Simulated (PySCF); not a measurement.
A calculated (wB97X-V, PySCF 2.14, x2c-TZVPPall, scalar relativity by spin-free X2C-1e) atom or ion has these occupied shells.

```json
{"shell": "1s α", "electrons": "1", "orbital energy (eV)": "-34410.0", "rms radius, mean of both spins (bohr)": "0.0305"}
{"shell": "1s β", "electrons": "1", "orbital energy (eV)": "-34409.8", "rms radius, mean of both spins (bohr)": "0.0305"}
{"shell": "2s α", "electrons": "1", "orbital energy (eV)": "-5405.9", "rms radius, mean of both spins (bohr)": "0.124"}
{"shell": "2s β", "electrons": "1", "orbital energy (eV)": "-5405.8", "rms radius, mean of both spins (bohr)": "0.124"}
{"shell": "2p α", "electrons": "3", "orbital energy (eV)": "-4857.2", "rms radius, mean of both spins (bohr)": "0.111"}
{"shell": "2p β", "electrons": "3", "orbital energy (eV)": "-4857.1", "rms radius, mean of both spins (bohr)": "0.111"}
{"shell": "3s α", "electrons": "1", "orbital energy (eV)": "-1143.5", "rms radius, mean of both spins (bohr)": "0.327"}
{"shell": "3s β", "electrons": "1", "orbital energy (eV)": "-1143.3", "rms radius, mean of both spins (bohr)": "0.327"}
{"shell": "3p α", "electrons": "3", "orbital energy (eV)": "-965.18", "rms radius, mean of both spins (bohr)": "0.327"}
{"shell": "3p β", "electrons": "3", "orbital energy (eV)": "-964.99", "rms radius, mean of both spins (bohr)": "0.327"}
{"shell": "3d α", "electrons": "5", "orbital energy (eV)": "-699.00", "rms radius, mean of both spins (bohr)": "0.305"}
{"shell": "3d β", "electrons": "5", "orbital energy (eV)": "-698.86", "rms radius, mean of both spins (bohr)": "0.305"}
{"shell": "4s α", "electrons": "1", "orbital energy (eV)": "-240.18", "rms radius, mean of both spins (bohr)": "0.761"}
{"shell": "4s β", "electrons": "1", "orbital energy (eV)": "-239.82", "rms radius, mean of both spins (bohr)": "0.761"}
{"shell": "4p α", "electrons": "3", "orbital energy (eV)": "-183.14", "rms radius, mean of both spins (bohr)": "0.815"}
{"shell": "4p β", "electrons": "3", "orbital energy (eV)": "-182.75", "rms radius, mean of both spins (bohr)": "0.815"}
{"shell": "4d α", "electrons": "5", "orbital energy (eV)": "-98.835", "rms radius, mean of both spins (bohr)": "0.941"}
{"shell": "4d β", "electrons": "5", "orbital energy (eV)": "-98.381", "rms radius, mean of both spins (bohr)": "0.941"}
{"shell": "5s α", "electrons": "1", "orbital energy (eV)": "-56.512", "rms radius, mean of both spins (bohr)": "1.86"}
{"shell": "5s β", "electrons": "1", "orbital energy (eV)": "-52.429", "rms radius, mean of both spins (bohr)": "1.86"}
{"shell": "5p α", "electrons": "3", "orbital energy (eV)": "-41.844", "rms radius, mean of both spins (bohr)": "2.12"}
```

Name the element and its charge.

Xe³⁺ (xenon, charge +3), in [Kr] 4d10 5s2 5p3, high-spin 4S determinant.
